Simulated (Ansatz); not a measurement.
CrNF3: single points at one geometry.

```yaml
crystal:
  periodic: [false, false, false]
  atoms:
    - {symbol: Cr, position_ang: [-0.000087, 0.000149, -0.014528]}
    - {symbol: N, position_ang: [0.007863, -0.014909, 1.462978]}
    - {symbol: F, position_ang: [1.620247, 0.009054, -0.491499]}
    - {symbol: F, position_ang: [-0.817510, 1.408250, -0.464130]}
    - {symbol: F, position_ang: [-0.810513, -1.402533, -0.492822]}
basis:
  gaussian: {orbitals: def2-TZVPP, initial_orbitals: start.molden}
correlation: {method: ccsd_t}
scf: {omitted_lower_state_checks: [starts]}
output: {orbitals: {seedname: orbitals}}
```

The file start.molden holds the orbitals of an earlier run on this structure, at another level or in another basis.

```sh
$ ansatz run in.yaml --threads 4 --pin off --events-out ev --progress --plain --max-ram 3916MiB
```

Shortened log:

```
Functional definition: HF
  name "HF"
  cite "Fock, Z. Phys. 61, 126 (1930) doi:10.1007/BF01340294"
  parent pbe
  exchange = exact_x
  correlation = 0
these checks for a lower state are left out or cut short: starts
1282 factors; integrals over basis functions are off by at most 9.6e-4 eV
mean field evaluation 1: about -37985.7431 eV, gradient 3.9e1 eV
mean field evaluation 2: about -37987.7174 eV, gradient 3.3e0 eV
mean field evaluation 4: about -37988.1746 eV, gradient 2.1e0 eV
mean field evaluation 8: about -37988.1822 eV, gradient 5.6e-4 eV
mean field evaluation 16: about -37978.8562 eV, gradient 5.1e1 eV
mean field evaluation 32: about -37983.0826 eV, gradient 9.5e-2 eV
mean field evaluation 64: about -37983.0290 eV, gradient 7.8e-2 eV
mean field -37988.18217183 eV, -1396.0399455001 hartree, gradient 4.8e-6 eV, S^2 0.000000; 0 other end points of the search recorded, 0 dependent functions left out; unrestricted orbitals would lower it
mean field evaluation 96: about -37988.1788 eV, gradient 2.0e-1 eV
mean field evaluation 128: about -37989.5729 eV, gradient 2.9e-4 eV
unrestricted determinant -37990.98479507 eV, -1396.1429400045 hartree, S^2 1.6807
9 core orbitals not correlated: weight in the atoms' cores, before any rotation towards them, 1.000 or more for the frozen orbitals, at most 0.000 for the correlated occupied ones
reference -37988.18217183 eV, -1396.0399455001 hartree; 20, 20 occupied and 159, 159 virtual orbitals, 1282 factors
second order -50.23115656 eV of doubles, -0.00000000 eV of singles
cycle   1  -37.64649631 eV  change     1.3e1 eV  update   5.5e-1
cycle   2  -43.52453546 eV  change    -5.9e0 eV  update   5.8e-1
cycle   3  -44.25057107 eV  change   -7.3e-1 eV  update   1.0e-1
cycle   4  -44.22045297 eV  change    3.0e-2 eV  update   4.8e-2
cycle   5  -44.24262227 eV  change   -2.2e-2 eV  update   1.3e-2
cycle   6  -44.27387631 eV  change   -3.1e-2 eV  update   6.6e-3
cycle   7  -44.26905127 eV  change    4.8e-3 eV  update   3.8e-3
cycle   8  -44.26335729 eV  change    5.7e-3 eV  update   2.2e-3
cycle   9  -44.25835728 eV  change    5.0e-3 eV  update   1.6e-3
cycle  10  -44.26107770 eV  change   -2.7e-3 eV  update   8.6e-4
cycle  11  -44.26156071 eV  change   -4.8e-4 eV  update   6.3e-4
cycle  12  -44.26091246 eV  change    6.5e-4 eV  update   2.5e-4
cycle  13  -44.26133860 eV  change   -4.3e-4 eV  update   1.3e-4
cycle  14  -44.26139301 eV  change   -5.4e-5 eV  update   6.1e-5
cycle  15  -44.26136908 eV  change    2.4e-5 eV  update   3.0e-5
perturbative correction -2.72852972 eV, -0.1002716178 hartree
WARN: the results are in doubt because among natural orbitals full CI differs from the method by -0.286 eV
Total energy: -38035.17207063 eV, -1397.7667924301 hartree
In doubt: among natural orbitals full CI differs from the method by -0.286 eV
Checks for a lower state left out: starts
```

It took 47 s on 4 threads of Arm Neoverse V2 on a shared host, peak host memory 1.7 GiB.

First input, but with `gaussian: {orbitals: def2-TZVP, initial_orbitals: start.molden}`, `hamiltonian: {xc: {name: revPBE}, dispersion: d4}` and without the key `correlation` (abridged; 1.2 s):

```
Functional definition: revPBE
mean field -38063.79233529 eV, -1398.8185677566 hartree, gradient 2.0e-5 eV, S^2 0.000000
Total energy: -38064.12718583 eV, -1398.8308732870 hartree
Checks for a lower state left out: starts
```

As the first input, with `gaussian: {orbitals: STO-3G}`, `hamiltonian: {xc: hf}` and without the key `correlation` (abridged; 0.15 s):

```
Functional definition: HF
mean field evaluation 16: about -37558.8970 eV, gradient 2.5e-5 eV
mean field -37558.89703948 eV, -1380.2640078661 hartree, gradient 2.4e-5 eV, S^2 0.000000
Total energy: -37558.89703948 eV, -1380.2640078661 hartree
Checks for a lower state left out: starts
```

The first input with `gaussian: {orbitals: def2-TZVP, initial_orbitals: start.molden}`, `hamiltonian: {xc: {name: B97M-V}}` and without the key `correlation` (abridged; 4.1 s):

```
Functional definition: B97M-V
mean field -38058.50529294 eV, -1398.6242725341 hartree, gradient 4.2e-5 eV, S^2 0.000000
Total energy: -38058.50536745 eV, -1398.6242752722 hartree
Checks for a lower state left out: starts
```

First input, but with `gaussian: {orbitals: def2-TZVP, initial_orbitals: start.molden}`, `hamiltonian: {xc: {name: r2SCANh}, dispersion: d4}` and without the key `correlation` (abridged; 3 s):

```
Functional definition: r2SCANh
mean field -38062.65924203 eV, -1398.7769273476 hartree, gradient 2.0e-5 eV, S^2 0.000000
Total energy: -38062.68468497 eV, -1398.7778623583 hartree
Checks for a lower state left out: starts
```

The first input with `gaussian: {orbitals: def2-TZVP, initial_orbitals: start.molden}`, `correlation: {method: mp2}` (abridged; 4.6 s):

```
Functional definition: HF
mean field -37987.93162579 eV, -1396.0307381030 hartree, gradient 3.4e-6 eV, S^2 0.000000; unrestricted orbitals would lower it
mean field evaluation 16: about -37989.3979 eV, gradient 3.6e0 eV
unrestricted determinant -37990.73244282 eV, -1396.1336662303 hartree, S^2 1.6843
9 core orbitals not correlated: weight in the atoms' cores, before any rotation towards them, 1.000 or more for the frozen orbitals, at most 0.000 for the correlated occupied ones
second order -48.19462088 eV of doubles, -0.00000000 eV of singles
Total energy: -38036.12624667 eV, -1397.8018577529 hartree
Checks for a lower state left out: starts
```

As the first input, with `gaussian: {orbitals: def2-TZVP, initial_orbitals: start.molden}`, `hamiltonian: {xc: {name: LC-wPBE}}` and without the key `correlation` (abridged; 1.6 s):

```
Functional definition: LC-wPBE
mean field -38056.97839216 eV, -1398.5681599655 hartree, gradient 1.9e-5 eV, S^2 0.000000
Total energy: -38056.97839217 eV, -1398.5681599658 hartree
Checks for a lower state left out: starts
```

Geometry: PBE0-D4/def2-SVP.

LC-ωPBE has ω = 0.4 bohr⁻¹. Correlated methods freeze 9 core orbitals; core or outer-core shells of Cr are correlated, in sets that lack core-valence functions. At CCSD(T)/def2-TZVPP the program marks the result for the charge 0 singlet as doubtful (large difference). At CCSD(T)/def2-TZVPP, MP2/def2-TZVP the restricted singlet (for correlated methods, its reference) is unstable: a solution with broken spin symmetry lies lower. The restricted singlet is unstable towards broken spin symmetry in Hartree–Fock (as tested in another run); at revPBE-D4/def2-TZVP, HF/STO-3G, B97M-V/def2-TZVP, r2SCANh-D4/def2-TZVP and others this wasn't settled.
